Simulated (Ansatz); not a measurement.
Cost and result for the atomization energy of C3H5BSe (`C=CBC=[Se]`) (10 atoms, 9 bonds).

Cartesian coordinates in Å:
```
C -1.3370 0.8816 0.2172
C -0.5766 0.4571 -0.7955
B 0.7623 -0.3012 -0.6149
C 1.3096 -0.7093 0.7584
Se 0.7314 -2.3563 0.9999
H -2.2574 1.4362 0.0597
H -1.0742 0.6757 1.2511
H -0.9084 0.6886 -1.8058
H 1.4343 -0.5786 -1.5691
H 1.9159 -0.1939 1.4990
```

The species carries charge 0 and has multiplicity 1. Correlated methods include outer-core shells of Se, which these sets cover unevenly. Scalar relativity is left out up to krypton. Geometry: relaxed with PBE0-D4/def2-TZVP. It is one conformer, not always the lowest. Program: Ansatz. All runs use 4 threads of an Arm Neoverse V2 on a shared host. Times are those of one run each, without the atoms' runs, and a repeat can differ threefold. Electronic energies, without spin–orbit coupling; frozen cores. CCSD(T)/CBS adds CCSD(T) − MP2 in def2-TZVPP to the MP2 limit, and its time is that of the two runs behind it. T1 = 0.017; the RHF reference is unstable towards UHF. With those shells the extrapolation isn't a true limit. B3LYP takes the VWN-RPA correlation (the form of Gaussian; ORCA's B3LYP/G).

CCSD(T)/CBS is a level of theory with its own doubt, some kJ/mol a heavy atom from the limit and from the frozen cores, so smaller differences don't rank the functionals.

| level | functions | wall time | atomization (kcal/mol) | difference from CCSD(T)/CBS | per bond |
| --- | --- | --- | --- | --- | --- |
| LDA (SPW92)/def2-TZVPP | 242 | 1.5 s | 1079.7 | 143.4 | 15.9 |
| PBE-D4/def2-TZVPP (with forces) | 242 | 2.9 s | 968.6 | 32.3 | 3.6 |
| PBE0-D4/def2-TZVPP | 242 | 3.4 s | 947.8 | 11.5 | 1.3 |
| BHLYP-D4/def2-TZVPP | 242 | 3.6 s | 910.9 | -25.4 | -2.8 |
| CAM-B3LYP-D4/def2-TZVPP | 242 | 4 s | 938.6 | 2.3 | 0.3 |
| r2SCAN-D4/def2-TZVPP (with forces) | 242 | 5.5 s | 945.6 | 9.3 | 1.0 |
| B3LYP-D4/def2-TZVPP (with forces) | 242 | 5.5 s | 941.4 | 5.1 | 0.6 |
| B2PLYP/def2-TZVPP | 242 | 8 s | 931.2 | -5.1 | -0.6 |
| CCSD(T)/def2-SVP | 113 | 9.5 s | 895.5 | -40.8 | -4.5 |
| B97M-V/def2-TZVPP | 242 | 12 s | 942.1 | 5.8 | 0.6 |
| MP2/def2-QZVPP | 467 | 27 s | 945.3 | 9.0 | 1.0 |
| CCSD(T)/def2-TZVPP | 242 | 3.5 min | 913.4 | -22.9 | -2.5 |
| CCSD(T)/CBS(def2) | – | 3.9 min | 936.3 | 0.0 | 0.0 |

At CCSD(T), def2-SVP lies −40.8 kcal/mol from the extrapolated value and def2-TZVPP −22.9 kcal/mol: correlation converges slowly with the basis, and small sets miss more of it in the bonded molecule than in its fragments. The D4 term adds +8.9 kcal/mol with B3LYP and +4.6 kcal/mol with PBE0; it sums over pairs of atoms, weighted by their polarisabilities, and B3LYP, whose exchange is more repulsive, gets the larger term. From PBE to PBE0 (25 % exact exchange), in def2-TZVPP and without D4, the atomization energy moves by −20.0 kcal/mol: exact exchange takes away binding that semilocal exchange gives to molecules.

For some Ge, Se and Sn compounds the MP2-based and the directly extrapolated limit differ by 10 to 25 kJ/mol.
